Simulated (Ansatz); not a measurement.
Consider the formal exchange of groups at a Te–B bond: `[TeH]B1N[SiH2]1` + `C[SiH3]` → `C[SiH2][TeH]` + `B1N[SiH2]1`.

Gas-phase electronic energies from Ansatz, PBE0-D4/def2-TZVP geometries. CCSD(T)/CBS adds triple-zeta CCSD(T) − MP2 to the extrapolated MP2 energy (def2 sets, frozen cores). This one scheme is used for every species. Functionals use def2-TZVPP. Elements past krypton have def2 core potentials. For Te outer-core shells are correlated without core-valence functions, which leaves a few kJ/mol of doubt a bond.

(1) Is it downhill or uphill in electronic energy at CCSD(T)/CBS, and by how much? (Estimate.)

(2) What do these levels give: LDA (SPW92), r2SCANh-D4, CAM-B3LYP-D4, ωB97M-V, r2SCAN, PBE0, r2SCANh, r2SCAN0, BHLYP, HF/def2-SVP, HF/def2-QZVPP, CCSD/CBS(def2)? (Best estimate.)

Largest T1 diagnostic among the species: 0.014.

Answers

(1) Computed: Downhill: ΔE = -0.07 eV.

(2) Computed: LDA (SPW92) -0.05, r2SCANh-D4 -0.07, CAM-B3LYP-D4 -0.07, ωB97M-V -0.11, r2SCAN -0.06, PBE0 -0.08, r2SCANh -0.07, r2SCAN0 -0.08, BHLYP -0.09, HF/def2-SVP -0.07, HF/def2-QZVPP -0.12, CCSD/CBS(def2) -0.09 eV.

At CCSD(T), def2-SVP lies +0.12 eV from the extrapolated value and def2-TZVPP +0.06 eV. In def2-TZVPP, CCSD(T) changes the Hartree–Fock value by +0.10 eV (the triples alone add +0.02 eV) and MP2 by +0.11 eV. Leaving LDA and LC-ωPBE aside and taking each functional with its dispersion term where it has one, the values, not all of them listed here, spread over 0.08 eV, from ωB97M-V to B97M-V.
